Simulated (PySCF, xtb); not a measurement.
Al(Cl)(Me)(SiMe3) (C4H12AlClSi), SMILES C[Si]([Al]([Cl])[CH3])(C)C.

GFN2-xTB in xtb 6.7.1 at its own geometry gives an orbital gap of 3.58 eV and a dipole moment of 1.56 D.

Geometry: PBE-D3(BJ)/def2-SVP. The values are those of a single conformer.

Task: What does PBE0/def2-SVP in PySCF give? (Estimate from the structure and the level; the computed values follow.)

Result: gap 5.52 eV (levels -6.82 and -1.30 eV), dipole 2.24 D.
